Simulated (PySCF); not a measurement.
```xyz
4
charge 0 multiplicity 6, angstrom
Co   -0.0055    0.0009    0.0000
O     1.7110   -0.2788    0.0000
F    -0.7076    0.1153   -1.5801
F    -0.7076    0.1153    1.5801
```

Level of theory: UPBE0/[Co def2-TZVP, O def2-TZVP, F def2-TZVP], no relativity, density fitting, PySCF.

This geometry of CoOF2 is a stationary point at this level.

Question: What is the point group?

Answer: C2v.

Question: Is it a minimum?

Answer: Yes: all harmonic wavenumbers are real.

Question: List the harmonic modes with their infrared intensities.

Answer: 
```csv
symmetry,ω (cm⁻¹),IR (km/mol),type
b1,120,62.3,bend
a1,173,11.1,bend
b2,195,4.4,bend
a1,622,0.0,stretch
a1,664,73.7,stretch
b2,739,173,stretch
```

Question: What are the dipole moment and the gap between the highest occupied and lowest empty levels of either spin?

Answer: 0.00 D and 3.88 eV.

In C2v the vibrations span b1 + 3a1 + 2b2. Here b1 is antisymmetric to the molecular plane and b2 lies in it.

Only a few start shapes were tried, so a lower isomer may exist. With open d or f shells other occupations or spin states may lie lower. At this level a quartet minimum of C2v symmetry lies 13 kJ/mol below this structure.
